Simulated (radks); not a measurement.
Question: Species: Tb. Configuration: [Xe] 4f8 5d1 6s2 (not the ground configuration). Calculated with a radial shooting solver on a logarithmic mesh with Libxc functionals: Dirac Kohn-Sham, PBEsol, spin-unpolarised, spherical densities, point nucleus; open shells are shared between the two j in proportion to 2j + 1. Some entries of the table are withheld. Estimate them.

orbital,occ.,eigenvalue (hartree),<1/r> (bohr^-1),<r^2> (bohr^2)
1s1/2,2,-1903.282,73.10,0.0006318
2s1/2,2,-315.5627,17.47,0.009833
2p1/2,2,-299.8983,17.45,0.007127
2p3/2,4,-272.4796,15.35,0.008358
3s1/2,2,-70.20682,6.375,0.06544
3p1/2,2,(1),6.290,0.06085
3p3/2,4,(2),5.757,0.06786
3d3/2,4,-46.00540,5.638,0.05398
3d5/2,6,-44.77077,5.506,0.05593
4s1/2,2,-14.10830,2.668,0.3305
4p1/2,2,-11.44021,2.561,0.3470
4p3/2,4,-10.17320,2.379,0.3855
4d3/2,4,-5.77765,2.161,(3)
4d5/2,6,-5.54795,2.116,(4)
5s1/2,2,-1.88191,1.022,1.924
5p1/2,2,-1.14670,0.9011,2.446
5p3/2,4,-0.97460,0.8354,2.791
4f5/2,3.42857,(5),(6),(7)
4f7/2,4.57143,(8),(9),(10)
6s1/2,2,-0.15496,0.3207,17.47
5d3/2,0.4,-0.09611,(11),9.560
5d5/2,0.6,-0.08589,(12),10.38

Answer: 
(1) 3p1/2 eigenvalue (hartree): -63.39752
(2) 3p3/2 eigenvalue (hartree): -57.73904
(3) 4d3/2 <r^2> (bohr^2): 0.4398
(4) 4d5/2 <r^2> (bohr^2): 0.4549
(5) 4f5/2 eigenvalue (hartree): -0.34761
(6) 4f5/2 <1/r> (bohr^-1): 1.579
(7) 4f5/2 <r^2> (bohr^2): 0.9167
(8) 4f7/2 eigenvalue (hartree): -0.31654
(9) 4f7/2 <1/r> (bohr^-1): 1.558
(10) 4f7/2 <r^2> (bohr^2): 0.9504
(11) 5d3/2 <1/r> (bohr^-1): 0.4846
(12) 5d5/2 <1/r> (bohr^-1): 0.4663
